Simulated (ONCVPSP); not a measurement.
## Which change was made? (N, ONCV)

```
Element                 : nitrogen
Generator               : ONCVPSP 4.0.1
Type                    : optimised norm-conserving Vanderbilt (ONCV)
Functional              : LDA (Perdew-Wang 92)
Relativity              : scalar-relativistic
Frozen core             : [He]
Valence charge          : 5
Reference configuration : 2s2 2p3
Partial waves           : 2s: rc 0.90 bohr, ncon 3, nbas 6, qcut 6.9 1/bohr, 3 projectors, debl 1.7 Ha; 2p: rc 1.80 bohr, ncon 3, nbas 7, qcut 6.3 1/bohr, 2 projectors, debl 0.7 Ha; d scattering state at 0.14 Ha: rc 1.70 bohr, ncon 4, nbas 9, qcut 6.5 1/bohr, 2 projectors, debl 3.3 Ha
Local potential         : polynomial inside 0.75 bohr (lpopt 5, dvloc0 3 Ha)
Core correction         : Teter function, fcfact 2.25, rcfact 1.6
```

Cutoffs, loose and tight: the cutoffs (Ha) at which the residual kinetic energy of the hardest occupied pseudo-wave falls to 1 and 0.1 mHa per electron. They do not see the model core or the augmentation charge, which bear on the density cutoff. Test errors are all-electron minus pseudo excitation energies from the reference, over the configurations 2s2 2p2; 2s2 2p1; 2s2 2p0; 2s1 2p3; variants that change the core or the reference have their own tests.

The base gives: outcome: generated; cutoff, loose: 31 Ha; cutoff, tight: 105 Ha; bound ghosts: s; GHOST(+) flags above zero: none; largest test error (meV): +1744.

(1) After one change the result is: outcome: generated; cutoff, loose: 30 Ha; cutoff, tight: 38 Ha; bound ghosts: s; GHOST(+) flags above zero: none; largest test error (meV): +1037. Which change was it?
A. s: qcut 5.7; p: qcut 5.2; d: qcut 5.3
B. s: qcut 7.9; p: qcut 7.2; d: qcut 7.4
C. s: qcut 9; p: qcut 8.2; d: qcut 8.5

## Answers

(1) C. The others give: s: qcut 5.7; p: qcut 5.2; d: qcut 5.3 → outcome: generated; cutoff, loose: 86 Ha; cutoff, tight: 125 Ha; bound ghosts: s; GHOST(+) flags above zero: none; largest test error (meV): +2411 | s: qcut 7.9; p: qcut 7.2; d: qcut 7.4 → outcome: generated; cutoff, loose: 28 Ha; cutoff, tight: 61 Ha; bound ghosts: s; GHOST(+) flags above zero: s; largest test error (meV): +1358.
